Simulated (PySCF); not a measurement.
Stationary points of SnFCl

Method: PySCF, PBE0, basis Sn def2-TZVP with ECP28, F def2-TZVP, Cl def2-TZVP (scalar-relativistic core potentials, no spin–orbit coupling, density fitting).

Relaxations began from a few typed shapes. The search is not exhaustive: other isomers or separated fragments can lie lower, and high-lying points may rest on an excited occupation.

Which is the lowest minimum found?
A. singlet C∞v: Sn–Cl 2.515 Å, Sn–F 2.009 Å; Cl–Sn–F 180.0°
B. singlet Cs: Sn–Cl 2.360 Å, Sn–F 1.935 Å; Cl–Sn–F 96.9°

B. The others lie at 136.1 (singlet C∞v, a saddle point) kJ/mol above it.

Counting electrons, tin keeps 2 of its valence electrons outside its bonds, so the VSEPR class is AX2E1 and the expected shape is bent; with unlike ligands the computed point group is Cs.
